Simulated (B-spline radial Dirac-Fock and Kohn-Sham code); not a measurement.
# Two-hole binding energies of Au⁸⁺

System: the Au⁸⁺ ion, configuration [Xe] 4f14 5d3.

Input file task.json (cfg lists n, l and occupation; rrms is the nuclear radius in fm):

```json
{"items": [{
  "Z": 79,
  "q": 8,
  "cfg": [[1, 0, 2], [2, 0, 2], [2, 1, 6], [3, 0, 2], [3, 1, 6], [3, 2, 10], [4, 0, 2], [4, 1, 6], [4, 2, 10], [4, 3, 14], [5, 0, 2], [5, 1, 6], [5, 2, 3]],
  "A": 197,
  "rrms": 5.4371,
  "do": ["binding", "quiet", "double"]
}]}
```

Run with: `python xray_run.py task.json out`

These are calculated numbers from a radial finite-basis atomic code; the model is relaxed Dirac-Fock hole states (ΔSCF) with Breit and QED corrections and a finite nucleus. U is the two-hole binding energy less the two single-hole energies, the effective repulsion of the holes after relaxation. Each two-hole energy is an average over J within one jj subconfiguration.

```csv
holes,E(a) (eV),E(b) (eV),E(ab) (eV),U (eV)
1s⁻¹ 2p1/2⁻¹,80865.1,13879.8,95213.3,468.4
1s⁻¹ 3p3/2⁻¹,80865.1,2894.1,?,?
2p1/2⁻¹ 2p3/2⁻¹,13879.8,12065.1,26218.2,273.3
2p1/2⁻¹ 3s⁻¹,13879.8,3578.1,17564.2,106.2
2s⁻¹ 3p3/2⁻¹,14507.2,2894.1,17502.5,101.3
2p1/2⁻¹ 3p3/2⁻¹,13879.8,2894.1,16880.5,106.6
2p1/2⁻¹ 3d5/2⁻¹,13879.8,2351.3,16344.6,113.4
2p3/2⁻¹ 3d3/2⁻¹,12065.1,2436.8,14618.3,116.4
2p3/2⁻¹ 3d5/2⁻¹,12065.1,2351.3,14525.3,108.9
3d3/2⁻²,2436.8,2436.8,4960.7,87.1
4d3/2⁻²,498.4,498.4,1033.5,36.7
4f5/2⁻¹ 4f7/2⁻¹,227.7,224.0,487.7,36.0
4f7/2⁻²,224.0,224.0,483.3,35.3
5p1/2⁻²,206.5,206.5,436.0,23.1
```

Task: Give the missing two-hole energy and U.

Result: E(ab) = 83881.5 eV and U = 122.4 eV.
